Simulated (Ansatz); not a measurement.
Consider the ligand exchange at a Ga–N bond: `C[NH][GaH2]` + `BO` → `B[O][GaH2]` + CH₃NH₂.

Isolated molecules relaxed with PBE0-D4/def2-TZVP in Ansatz; ΔE leaves out vibrations. CCSD(T)/CBS is the MP2 limit (def2-TZVPP, def2-QZVPP) plus CCSD(T) − MP2 in def2-TZVPP, frozen cores. This one scheme is used for every species. Functionals use def2-TZVPP. B3LYP here is the variant with VWN-RPA as its local correlation; programs differ in this. HSE06 is defined as in plane-wave codes. For Ga outer-core shells are correlated without core-valence functions, which leaves a few kJ/mol of doubt a bond. Scalar relativity is left out up to krypton.

`C[NH][GaH2]`:

Z-matrix (Å, degrees):
```
C
N 1 1.443
H 1 1.097 2 112.4
H 1 1.093 2 109.8 3 119.3
H 1 1.097 2 112.4 3 -121.5
Ga 2 1.815 1 127.7 3 -119.3
H 2 1.008 1 113.1 3 60.7
H 6 1.561 2 116.6 1 -180.0
H 6 1.562 2 116.0 1 -0.0
```

`BO`:

Z-matrix (Å, degrees):
```
B
O 1 1.348
H 1 1.196 2 116.8
H 1 1.202 2 120.7 3 -180.0
H 2 0.961 1 113.5 3 180.0
```

`B[O][GaH2]`:

Cartesian coordinates in Å:
```
B 0.289 0.992 -1.073
O 0.428 -0.008 -0.206
Ga -0.259 -1.028 1.092
H -0.746 1.614 -1.140
H 1.214 1.269 -1.793
H 0.020 -0.509 2.531
H -0.946 -2.329 0.589
```

CH₃NH₂:

```xyz
7

C     0.334    0.239   -0.393
N    -0.480   -0.086    0.766
H     0.412   -0.555   -1.151
H     1.346    0.489   -0.067
H    -0.072    1.127   -0.883
H    -0.114   -0.902    1.241
H    -1.426   -0.312    0.486
```

(1) Is it downhill or uphill in electronic energy at CCSD(T)/CBS, and by how much? (An estimate is asked.)

(2) What do these levels give: revPBE-D4, r2SCAN-D4, B3LYP-D4, HSE06-D4, r2SCAN, PBE0, r2SCAN0, CAM-B3LYP, HF/def2-SVP, CCSD(T)/def2-SVP, MP2/def2-TZVPP, SCS-MP2/def2-TZVPP? (An estimate is asked.)

Largest T1 diagnostic among the species: 0.016.

Results:

(1) The calculation gave: Nearly level: ΔE = -0.7 kJ/mol.

(2) The calculation gave: revPBE-D4 -0.4, r2SCAN-D4 -5.1, B3LYP-D4 -7.4, HSE06-D4 -3.6, r2SCAN -5.5, PBE0 -5.0, r2SCAN0 -7.5, CAM-B3LYP -9.6, HF/def2-SVP -21.0, CCSD(T)/def2-SVP 0.0, MP2/def2-TZVPP -3.5, SCS-MP2/def2-TZVPP -8.0 kJ/mol.

Leaving LDA and LC-ωPBE aside and taking each functional with its dispersion term where it has one, the values, not all of them listed here, spread over 12.5 kJ/mol, from BHLYP-D4 to PBE-D4. LDA lies +10.3 kJ/mol from PBE without D4. From BLYP to BHLYP (50 % exact exchange), in def2-TZVPP and without D4, ΔE moves by −5.8 kJ/mol.
